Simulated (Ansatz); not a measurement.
Consider the substitution at a C–Si bond: `NC[SiH2]N` + `CBO` → `CBOCN` + `N[SiH3]`.

Isolated molecules relaxed with PBE0-D4/def2-TZVP in Ansatz; ΔE leaves out vibrations. CBS: MP2 limit from def2 TZ/QZ plus the TZ coupled-cluster correction, frozen cores. This one scheme is used for every species. DFT in def2-TZVPP. Each species was taken in one conformer, which may not be the lowest.

`NC[SiH2]N`:

```xyz
12

N    -1.330    0.608   -0.787
C    -0.906    0.262    0.571
Si    0.951   -0.027    0.556
N     1.228   -1.293   -0.571
H    -2.338    0.681   -0.850
H    -0.953    1.508   -1.059
H    -1.373   -0.687    0.851
H    -1.188    0.995    1.343
H     1.462   -0.435    1.894
H     1.606    1.280    0.222
H     0.685   -1.248   -1.421
H     2.155   -1.643   -0.747
```

`CBO`:

Cartesian coordinates in Å:
```
C 0.830 -0.487 0.295
B -0.335 0.452 -0.142
O -1.540 -0.084 -0.459
H 0.554 -1.543 0.305
H 1.188 -0.207 1.292
H 1.691 -0.355 -0.370
H -0.197 1.649 -0.206
H -2.190 0.575 -0.714
```

`CBOCN`:

Cartesian coordinates in Å:
```
C 0.879 -0.899 2.010
B 0.097 -0.023 0.983
O -0.270 -0.551 -0.205
C -0.901 0.249 -1.188
N 0.083 0.846 -2.043
H 1.056 -1.919 1.664
H 0.350 -0.935 2.969
H 1.847 -0.433 2.229
H -0.211 1.119 1.224
H -1.470 1.051 -0.707
H -1.599 -0.422 -1.702
H 0.392 0.218 -2.772
H -0.253 1.700 -2.463
```

`N[SiH3]`:

Cartesian coordinates in Å:
```
N 0.180 -0.225 1.027
Si -0.092 0.245 -0.605
H 1.015 -0.735 1.266
H -0.595 -0.527 1.594
H 1.147 0.896 -1.105
H -0.428 -0.858 -1.555
H -1.227 1.204 -0.621
```

| species | PBE0 energy (Eh) |
| --- | --- |
| `NC[SiH2]N` | -441.70863 |
| `CBO` | -141.12907 |
| `CBOCN` | -235.70744 |
| `N[SiH3]` | -347.10904 |

**Question.** Work out ΔE.

**Answer.** ΔE = (-235.70744) + (-347.10904) − (-441.70863) − (-141.12907) = 0.02122 Eh = +13.3 kcal/mol. CCSD(T)/CBS gives +13.9 kcal/mol.

Largest T1 diagnostic among the species: 0.012.

In def2-TZVPP, CCSD(T) changes the Hartree–Fock value by +3.4 kcal/mol (the triples alone add +0.2 kcal/mol) and MP2 by +4.8 kcal/mol. The D4 term adds +0.9 kcal/mol with B3LYP and +0.5 kcal/mol with PBE0; it sums over pairs of atoms, weighted by their polarisabilities, and B3LYP, whose exchange is more repulsive, gets the larger term.

B3LYP here is the variant with VWN-RPA as its local correlation; programs differ in this.
